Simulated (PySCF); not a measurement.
## B⁺ (boron, charge +1) across methods

[He] 2s1 2p1, high-spin 3P determinant (an excited configuration). Calculation: PySCF 2.14, in aug-cc-pCVTZ-DK with one added diffuse shell each of s, p, d, f type (8s7p5d3f, 75 functions); scalar relativity by spin-free X2C-1e.

```csv
method,E (hartree),mean ε 1s β (eV),mean ε 2s α (eV),mean ε 2p α (eV),Σ⟨r²⟩ (bohr²),⟨S²⟩
revPBE,-24.1950,-192.91,-20.532,-14.748,7.883,2.000
r2SCAN,-24.1888,-195.76,-20.957,-15.116,7.809,2.000
UHF,-24.12785,-221.03,-26.715,-20.572,7.839,2.000
LDA,-23.8938,-190.75,-20.410,-14.553,7.961,2.000
PBE,-24.1529,-192.65,-20.520,-14.741,7.887,2.000
BP86,-24.1870,-193.06,-20.580,-14.768,7.860,2.000
BHandHLYP,-24.1948,-207.61,-23.509,-17.595,7.796,2.000
PBE0,-24.1629,-199.93,-22.162,-16.269,7.850,2.000
M06-2X,-24.1842,-207.00,-23.579,-17.203,7.876,2.000
```
